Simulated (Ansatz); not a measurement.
```yaml
crystal:
  periodic: [false, false, false]
  atoms:
    - {symbol: F, position_ang: [1.121778, -2.309552, 0.382152]}
    - {symbol: C, position_ang: [1.118832, -1.073303, -0.214502]}
    - {symbol: Cl, position_ang: [2.310160, -0.026876, 0.571139]}
    - {symbol: Si, position_ang: [-0.619299, -0.309599, -0.108196]}
    - {symbol: C, position_ang: [-0.863391, 1.465164, 0.063166]}
    - {symbol: O, position_ang: [-0.992520, 0.573179, 1.236396]}
    - {symbol: H, position_ang: [1.458841, -1.205804, -1.245186]}
    - {symbol: H, position_ang: [-1.629282, -1.257775, -0.622945]}
    - {symbol: H, position_ang: [-1.801157, 1.945665, -0.206410]}
    - {symbol: H, position_ang: [-0.020962, 2.147702, 0.147385]}
basis:
  gaussian: {orbitals: def2-mTZVPP}
magnetization: {spin_polarized: true, initial_magnetization: 8}
hamiltonian: {xc: {name: B2GP-PLYP}, pseudopotentials: {relativity: none}}
output: {forces: true}
```

```sh
$ ansatz run in.yaml --threads 4 --pin off --events-out ev --progress --plain --max-ram 10444MiB
```

Output, abridged:

```
Functional definition: B2GP-PLYP
1459 factors; integrals over basis functions are off by at most 1.0e-3 eV
mean field evaluation 1: about -27236.3823 eV, gradient 4.2e1 eV
mean field evaluation 2: about -27236.4245 eV, gradient 4.2e1 eV
mean field evaluation 4: about -27246.9427 eV, gradient 1.4e1 eV
mean field evaluation 8: about -27250.2321 eV, gradient 1.2e0 eV
mean field evaluation 16: about -27250.3142 eV, gradient 2.0e-1 eV
mean field evaluation 32: about -27250.3354 eV, gradient 6.8e-3 eV
mean field evaluation 64: about -27250.3354 eV, gradient 8.4e-6 eV
mean field -27250.33539690 eV, -1001.4313548954 hartree, gradient 8.4e-6 eV, S^2 20.027356; 8 other end points of the search recorded, 0 dependent functions left out
14 core orbitals not correlated: weight in the atoms' cores, before any rotation towards them, 1.000 or more for the frozen orbitals, at most 0.000 for the correlated occupied ones
reference -27250.33552873 eV, -1001.4313597400 hartree; 22, 14 occupied and 124, 132 virtual orbitals, 1459 factors
second order -28.25871474 eV of doubles, -0.00000000 eV of singles
Total energy: -27260.50866604 eV, -1001.8052156405 hartree
Atom 0 at     1.121778    -2.309552     0.382152 Å, force     0.485259    -0.389436     0.810083 eV/Å
Atom 1 at     1.118832    -1.073303    -0.214502 Å, force    -1.491966    -8.676454    -5.006911 eV/Å
Atom 2 at     2.310160    -0.026876     0.571139 Å, force     5.851382     5.294278     4.275145 eV/Å
Atom 3 at    -0.619299    -0.309599    -0.108196 Å, force     0.027511    -7.224477    -4.419274 eV/Å
Atom 4 at    -0.863391     1.465164     0.063166 Å, force    -2.017532    10.538084    -3.262742 eV/Å
Atom 5 at    -0.992520     0.573179     1.236396 Å, force    -2.140481     0.233132     9.191416 eV/Å
Atom 6 at     1.458841    -1.205804    -1.245186 Å, force    -0.205314     0.189310    -0.842163 eV/Å
Atom 7 at    -1.629282    -1.257775    -0.622945 Å, force    -0.516493     0.010720    -0.417245 eV/Å
Atom 8 at    -1.801157     1.945665    -0.206410 Å, force    -0.130864     0.234095    -0.349917 eV/Å
Atom 9 at    -0.020962     2.147702     0.147385 Å, force     0.138499    -0.209254     0.021609 eV/Å
Dipole moment:     0.452092     0.364440     0.044692 e Å
```

(1) What is wrong with this run?

Results:

(1) The spin is set far too high for this molecule. The run converged. The result belongs to that input, not to the molecule as meant.
